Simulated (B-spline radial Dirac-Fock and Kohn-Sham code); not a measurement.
## X-ray form factors of ytterbium in several charge states

Level of theory: Dirac-Fock densities; a radial finite-basis atomic code.

Configurations: Yb [Xe] 4f14 6s2; Yb⁺ [Xe] 4f14 6s1; Yb³⁺ [Xe] 4f13; Yb⁴⁺ [Xe] 4f12. The first column is f₀ of Yb, the others are differences from it.

| s (Å⁻¹) | Yb | Δ Yb⁺ | Δ Yb³⁺ | Δ Yb⁴⁺ |
| --- | --- | --- | --- | --- |
| 0 | 70.000 | -1.000 | -3.000 | -4.000 |
| 0.1 | 65.904 | -0.111 | -1.154 | -1.978 |
| 0.2 | 59.370 | +0.047 | -0.256 | -0.730 |
| 0.3 | 52.443 | +0.002 | -0.128 | -0.345 |
| 0.4 | 46.028 | -0.006 | -0.086 | -0.197 |
| 0.5 | 40.564 | -0.002 | -0.057 | -0.132 |
| 0.7 | 32.044 | +0.002 | +0.005 | -0.006 |
| 0.9 | 25.836 | +0.001 | +0.034 | +0.070 |
| 1.1 | 21.473 | -0.001 | +0.027 | +0.063 |
| 1.4 | 17.454 | -0.001 | +0.005 | +0.016 |

Values without a named source are computed, but for edge energies of neutral atoms, which are taken from tables.
